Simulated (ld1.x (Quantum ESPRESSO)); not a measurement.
**Before and after: TM potential for antimony**

* Element: Sb
* Generator: ld1.x (Quantum ESPRESSO) 7.5
* Type: norm-conserving Troullier–Martins (Kleinman–Bylander form)
* Functional: PBE
* Relativity: fully relativistic
* Frozen core: [Kr] 4d10
* Valence charge: 5
* Reference configuration: 5s2 5p3
* Partial waves: 5p (bound): rc 2.25 bohr; 5d channel at 0.05 Ry: rc 1.70 bohr; 5s (bound): rc 1.75 bohr
* Local potential: the s channel
* Core correction: Bessel-smoothed model core inside 1.55 bohr

Open shells are filled in proportion to 2j + 1 (rel_dist='average').

Change: all radii but the core radius scaled by about 1.32 (s 2.30, p 2.96, d 2.24 bohr).

Cutoffs: the cutoffs (Ry, on a coarse ladder) from which the occupation-weighted sum of valence levels, in a spherical-Bessel basis at the reference potential, stays within 10 and 1 mRy of its value at 400 Ry; they do not see the model core or the augmentation charge, which bear on the density cutoff. Errors are all-electron minus pseudo energies relative to the spin-unpolarised reference configuration.

What does the change do?

The potential gets softer (25 Ry and 45 Ry → 18 Ry and 30 Ry); both files keep a bound ghost (d); of the 7 tests that both files solve, the error grows in 2 and shrinks in 3 by more than 15 % and 0.3 meV (median size 24.3 → 17.8 meV). A larger radius leaves more room for a smooth pseudo-wave, so fewer plane waves are needed.

```tsv
quantity	base	changed
cutoff, loose	25 Ry	18 Ry
cutoff, tight	45 Ry	30 Ry
loose cutoff by channel (10 mRy a level)	p 10 Ry, s 18 Ry	p 6 Ry, s 10 Ry
bound ghosts	d3/2, d5/2	d3/2, d5/2
error for 5s2 5p2, meV [ΔE 8.33 eV]	-3.5	-3.7
error for 5s2 5p1, meV [ΔE 24.32 eV]	-31	-38
error for 5s2 5p0, meV [ΔE 48.76 eV]	-126	-170
error for 5s0 5p5, meV [ΔE 16.38 eV]	-52	-33
error for 5s1 5p3, meV [ΔE 17.04 eV]	-24	-18
error for 5s2 5p2.5, meV [ΔE 3.27 eV]	-0.5	-0.4
error for 5s1 5p4, meV [ΔE 8.09 eV]	-13	-8.0
```

 A true bound ghost makes a file unfit for plane-wave use even where its test errors are small: the radial tests pick states by their node count and pass the ghost by.
